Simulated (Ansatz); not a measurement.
CH$_{7}$BOSSi (`CS[SiH2]BO`), charge 0, multiplicity 1.

Question: Give a relaxed structure at PBE0-D4/def2-TZVP (Ansatz). (Best estimate.)

Answer: Ansatz gave: 
Z-matrix (Å, degrees):
```
C
S 1 1.816
H 1 1.090 2 111.1
H 1 1.090 2 106.8 3 -118.3
H 1 1.090 2 111.6 3 123.1
Si 2 2.137 1 99.5 3 -60.4
B 6 2.033 2 109.7 1 -58.4
H 6 1.499 2 109.8 1 63.3
H 6 1.487 2 105.0 1 179.9
O 7 1.351 6 122.8 2 112.4
H 7 1.200 6 121.7 2 -64.8
H 10 0.962 7 114.1 6 3.1
```
This is one stationary point; other conformers may exist.
